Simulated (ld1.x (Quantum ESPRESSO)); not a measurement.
# What one change does to a pseudopotential (I, TM)

ld1.x (Quantum ESPRESSO) 7.5 input, shortened:

```
&input
   title='I', zed=53., rel=1, dft='PBE', iswitch=3,
   config='[Kr] 4d10 5s2 5p4'
 /
 &inputp
   pseudotype=2, tm=.true., lloc=0,
   nlcc=.true., new_core_ps=.true.
 /
2
5P  2  1   4.00   0.00  1.70  1.70  0.0
5S  1  0   2.00   0.00  1.85  1.85  0.0
 &test
   configts(1)='5s2 5p4'
 /
```

Change: wave 5p (bound): rc 1.70 bohr becomes 5p (bound): rc 2.04 bohr.

Cutoffs: the cutoffs (Ry, on a coarse ladder) from which the occupation-weighted sum of valence levels, in a spherical-Bessel basis at the reference potential, stays within 10 and 1 mRy of its value at 400 Ry; they do not see the model core or the augmentation charge, which bear on the density cutoff. Errors are all-electron minus pseudo energies relative to the spin-unpolarised reference configuration.

Problem. What does the change do?

Solution. The potential gets softer (35 Ry and 70 Ry → 35 Ry and 55 Ry); both files keep a bound ghost (d); of the 7 tests that both files solve, the error grows in 2 and shrinks in 0 by more than 15 % and 0.3 meV (median size 7.4 → 8.2 meV). A larger radius leaves more room for a smooth pseudo-wave, so fewer plane waves are needed.

| quantity | base | changed |
| --- | --- | --- |
| cutoff, loose | 35 Ry | 35 Ry |
| cutoff, tight | 70 Ry | 55 Ry |
| loose cutoff by channel (10 mRy a level) | p 25 Ry, s 25 Ry | p 15 Ry, s 25 Ry |
| bound ghosts | d | d |
| error for 5s2 5p5, meV [ΔE -11.13 eV] | +3.1 | +3.0 |
| error for 5s2 5p3, meV [ΔE 19.85 eV] | -8.2 | -8.2 |
| error for 5s2 5p2, meV [ΔE 49.17 eV] | -37 | -35 |
| error for 5s2 5p4.5, meV [ΔE -6.60 eV] | +1.7 | +1.7 |
| error for 5s2 5p1, meV [ΔE 88.60 eV] | -116 | -107 |
| error for 5s1 5p6, meV [ΔE -0.72 eV] | -1.8 | -5.3 |
| error for 5s1 5p5, meV [ΔE 10.98 eV] | -7.4 | -11 |

 A true bound ghost makes a file unfit for plane-wave use even where its test errors are small: the radial tests pick states by their node count and pass the ghost by.
